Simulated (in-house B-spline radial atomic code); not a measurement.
N III (N2+) is squeezed into an impenetrable sphere of radius R (the orbitals vanish at R). No spin polarisation. All numbers are computed (scalar-relativistic (X2C) PBE, spherical fractional occupations; Fermi nucleus of rms radius 2.5582 fm) with a radial B-spline atomic code at the basis-set limit, not measured.

Energies in eV above the free ion in [He] 2s2 2p1:

```json
{"R (bohr)": "8.89", "highest level (eV)": "-37.5", "[He] 2s2 2p1": "0", "[He] 2s1 2p2": "11.67"}
{"R (bohr)": "6.1", "highest level (eV)": "-37.5", "[He] 2s2 2p1": "0.0001605", "[He] 2s1 2p2": "11.67"}
{"R (bohr)": "5.39", "highest level (eV)": "-37.5", "[He] 2s2 2p1": "0.001353", "[He] 2s1 2p2": "11.67"}
{"R (bohr)": "4.29", "highest level (eV)": "-37.4", "[He] 2s2 2p1": "0.03635", "[He] 2s1 2p2": "11.72"}
{"R (bohr)": "3.39", "highest level (eV)": "-36.9", "[He] 2s2 2p1": "0.493", "[He] 2s1 2p2": "12.28"}
{"R (bohr)": "3.14", "highest level (eV)": "-36.4", "[He] 2s2 2p1": "0.9968", "[He] 2s1 2p2": "12.85"}
{"R (bohr)": "2.4", "highest level (eV)": "-31.9", "[He] 2s2 2p1": "7.604", "[He] 2s1 2p2": "19.71"}
{"R (bohr)": "2.21", "highest level (eV)": "-29.1", "[He] 2s2 2p1": "12.7", "[He] 2s1 2p2": "24.75"}
{"R (bohr)": "1.9", "highest level (eV)": "-21.2", "[He] 2s2 2p1": "29.38", "[He] 2s1 2p2": "40.7"}
{"R (bohr)": "1.43", "highest level (eV)": "8.24", "[He] 2s2 2p1": "109.2", "[He] 2s1 2p2": "113.1"}
```

Question: Does [He] 2s1 2p2 fall below [He] 2s2 2p1 under compression?

Answer: No, it stays above over the whole range.

The highest level is first positive in the row R = 1.43 bohr, pushed up by confinement above the zero of the free ion's potential. Each configuration is held fixed and needn't be the lowest in the sphere.
